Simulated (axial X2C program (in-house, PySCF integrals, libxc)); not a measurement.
**Low determinants of HfS⁺ at the PBE0 level, spin-free**

Computed with an in-house all-electron X2C program for linear molecules (integrals from PySCF). Spin-free means the one-electron spin-free X2C Hamiltonian. Basis: Hf dyall-cv3z [13s14p9d7f4g], S dyall-av3z [9s8p3d2f] (cores contracted in-house); Gaussian nuclei, density fitting, unrestricted open shells. Masses: Hf 179.947 u, S 31.972 u.

Search at 2.118 Å (vertical energies from the lowest determinant):

```tsv
ΔE (eV)	state	electrons beyond evenly filled partner blocks	electrons in σ, π, δ, φ
0.00	M_S = 1/2, Λ = 0	σα	35 36 12 4
0.93	M_S = 1/2, Λ = 2	δ+α	34 36 13 4
2.11	M_S = 1/2, Λ = 1	π+α	34 37 12 4
2.43	M_S = 1/2, Λ = 1	π+α, π+β, π-α	36 35 12 4
2.54	M_S = 3/2, Λ = 1	σα, π+α, π-α, π-β, δ+α	35 35 13 4
2.54	M_S = 3/2, Λ = 3	σα, π+α, π+β, π-α, δ+α	35 35 13 4
```

Lowest determinant, M_S = 1/2, Λ = 0 (beyond evenly filled blocks: σα): Re = 2.116 Å, ωe = 578.2 cm⁻¹.

The determinant in row 2 of the search, M_S = 1/2, Λ = 2 (beyond evenly filled blocks: δ+α), was followed along the bond at PBE0; measured from the minimum of the lowest determinant it gives:

Te = 0.919 eV (7416 cm⁻¹), Re = 2.142 Å, ωe = 548.6 cm⁻¹.

Problem. Compare the bond of the determinant in row 2 with that of the lowest one.

Solution. At PBE0 its Re is 0.026 Å longer and its force constant, which goes as ωe², is 0.90 times that of the lowest determinant. This determinant mixes spin states, so it has no term energy of its own.

The search compares states at one distance, so a state with another bond length can lie lower; it is not exhaustive and yields mostly the lowest determinant of each block pattern, so other components and higher states of one pattern are missing. These are energies of single determinants, not of spin-adapted states; PBE0 term energies can be off by some tenths of an eV, and the functional has no current term. Spin–orbit coupling is large for these atoms, so the spin-free order is a model. Row 1 is spin-contaminated (⟨S²⟩ = 0.76 against 0.75), so its values are not those of a pure state. Row 2 is spin-contaminated (⟨S²⟩ = 0.76 against 0.75), so its values are not those of a pure state.
